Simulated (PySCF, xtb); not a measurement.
C3H10ClNSi, SMILES CN[C@@H](C)[SiH2]Cl.

Coordinates come from a B3LYP-D3(BJ)/def2-SVP optimisation. The structure was generated by enumeration; whether it is a known compound was not checked. Other conformers were not sampled.

The numbers are results of PySCF 2.14.0 with IEF-PCM-M06-2X/def2-SVP, not measurements.

The values are the electrostatic part of the solvation free energy, E(continuum) − E(gas) at the gas-phase geometry, in a cavity of scaled van der Waals radii (PySCF's table); cavitation and dispersion terms are not included. In vacuum the orbital gap is 9.56 eV. The dipole moment in vacuum is 2.85 D.

Computed values in water (ε = 78.36), dimethylsulfoxide (ε = 46.83), toluene (ε = 2.37):
| solvent | ε | ΔG(elec) (kcal/mol) | dipole (D) | gap (eV) |
|---|---|---|---|---|
| water | 78.36 | -3.5 | 3.57 | 9.41 |
| dimethylsulfoxide | 46.83 | -3.4 | 3.56 | 9.41 |
| toluene | 2.37 | -1.6 | 3.19 | 9.49 |

For comparison, GFN2-xTB/ALPB(water) (xtb, at the GFN2-xTB geometry, all terms of that model) gives -1.7 kcal/mol.
